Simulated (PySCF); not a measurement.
## Technetium: a sound run and one with changed settings

Sound run: Tc⁺ [Kr] 4d5 5s1, Tc²⁺ [Kr] 4d5. Computed with PySCF 2.14 in cc-pVTZ-PP with ECP28MDF (5s5p4d2f1g, 63 functions), with a scalar-relativistic core potential. The sound run starts from symmetry-adapted Hartree-Fock orbitals and uses a fine grid where one is needed.

A second run was set up differently.

```
species  method  sound run (hartree)  changed run (hartree)  converged
    Tc⁺     UHF            -79.64562              -79.58688         no
    Tc⁺    TPSS            -80.15528              -80.08229         no
    Tc⁺     LDA            -79.98875              -79.91215         no
   Tc²⁺     UHF            -79.12246              -79.11708         no
   Tc²⁺    TPSS            -79.58856              -79.56941         no
   Tc²⁺     LDA            -79.40193              -79.37805         no
```

Q: What was changed?
A. a valence shell is frozen
B. too few SCF iterations
C. radial grid too coarse
D. level shift left on

A: B. It used initial guess 1e, at most 3 SCF cycles. The SCF was stopped early; the energies are upper bounds that still move, and correlated levels were skipped or rest on poor orbitals.
